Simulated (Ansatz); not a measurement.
```xyz
10

O    -0.448    1.324   -1.858
Sn    1.084    0.434   -1.029
O     0.513   -0.073    0.772
Si   -0.743   -0.896    1.411
H    -0.695    2.148   -1.432
H     2.373    1.510   -0.771
H     1.328   -0.964   -1.956
H    -1.901    0.004    1.669
H    -0.315   -1.503    2.699
H    -1.197   -1.984    0.496
```

Total charge 0; spin multiplicity 1. Sn takes the def2 core potential.

List the PBE/def2-TZVPP orbital energies in eV (the Gaussian-basis code of Ansatz). (Best estimate.)

Ansatz gave: Occupied: -1779.71, -510.14, -509.96, -137.38, -133.80, -94.15, -94.10, -94.10, -89.77, -89.74, -89.71, -26.77, -26.50, -26.22, -26.15, -26.14, -23.99, -23.30, -13.89, -12.57, -11.10, -9.65, -9.36, -9.05, -8.47, -8.05, -7.29, -7.06, -6.94. Lowest empty: -1.55, -1.14, -0.66, 0.38, 0.88, 1.15, 1.25, 1.28.
